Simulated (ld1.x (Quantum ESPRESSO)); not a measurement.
**Configuration tests for oxygen (TM)**

O (Z = 8), norm-conserving Troullier–Martins (Kleinman–Bylander form), made with ld1.x (Quantum ESPRESSO) 7.5 (PBE, scalar-relativistic). Core [He], reference 2s2 2p4. Waves: 2s (bound): rc 0.75 bohr; 2p (bound): rc 1.50 bohr. Local part: all-electron potential smoothed inside 1.15 bohr (lloc = -2). Core correction: none.

Energies are relative to the spin-unpolarised reference configuration 2s2 2p4; without spin polarisation the order of configurations can differ from experiment.

```
valence configuration  charge  ΔE all-electron (eV)  error AE − PS (meV)
              2s2 2p3      +1                16.431                 +6.8
              2s2 2p2      +2                50.017                 +113
            2s2 2p4.3    -0.3                -2.123                  0.0
              2s2 2p0      +4               180.791                +1990
              2s0 2p6       0                29.937                  +30
            2s2 2p3.5    +0.5                 6.286                 +0.1
```

Task: What are ΔE and the potential's error for 2s2 2p1?

Result: ΔE = 103.886 eV all-electron; the error (AE − PS) is +592 meV.
